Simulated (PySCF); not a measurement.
Method: delta-SCF UKS SCAN, pcX-2 on the ionised atom, pcseg-1 elsewhere, spin-free X2C (PySCF). Geometries: PBE0-D3(BJ)/def2-SVP; isolated species, one conformer each. Values against the vacuum level. Spin–orbit and ligand-field terms were added within each 2p shell after the spin-free SCF.

(1) Order these sites by rising C 1s binding energy.
A. C4 in `[F:1][c:2]1[n:3][cH:4][nH:5][n:6]1`
B. C5 in `[SeH:1][c:2]1[cH:3][cH:4][cH:5][cH:6][cH:7]1`
C. C6 in `[BH2:1][N:2]([CH3:3])[GaH2-:4][O+:5]([CH3:6])[CH3:7]`
D. C1 in `[CH2:1]1[CH2:2][SiH2:3][Si@@H:4]([CH:5]2[CH2:6][CH2:7]2)[CH2:8]1`

(2) Rank by computed Si 1s binding energy, lowest first.
A. Silicon in `[PH2][GeH2][SiH3]`
B. Silicon in `Cl[Si](Cl)(Cl)Br`
C. Si4 in `[CH2:1]1[CH2:2][SiH2:3][Si@@H:4]([CH:5]2[CH2:6][CH2:7]2)[CH2:8]1`

(3) Rank by computed Si 2p3/2 binding energy, lowest first.
A. Si3 in `[CH2:1]1[CH2:2][SiH2:3][Si@@H:4]([CH:5]2[CH2:6][CH2:7]2)[CH2:8]1`
B. Silicon in `Br[Si](Cl)(Cl)Cl`
C. Silicon in `[SiH3][GeH2][PH2]`

Answers

(1) B (290.05 eV), D (290.45 eV), C (292.92 eV), A (293.17 eV).

The highest is bonded to 2 N (aromatic in the SMILES) and H, the lowest to 2 C (aromatic in the SMILES) and H; the range is 3.12 eV.

(2) C (1845.37 eV), A (1846.34 eV), B (1850.49 eV).

The highest is bonded to 3 Cl and Br, the lowest to 2 C, H and Si; the range is 5.12 eV.

(3) A (105.83 eV), C (106.62 eV), B (110.28 eV).

From the lowest up, the atoms are bonded to: C, 2 H and Si (105.83); 3 H and Ge (106.62); 3 Cl and Br (110.28).
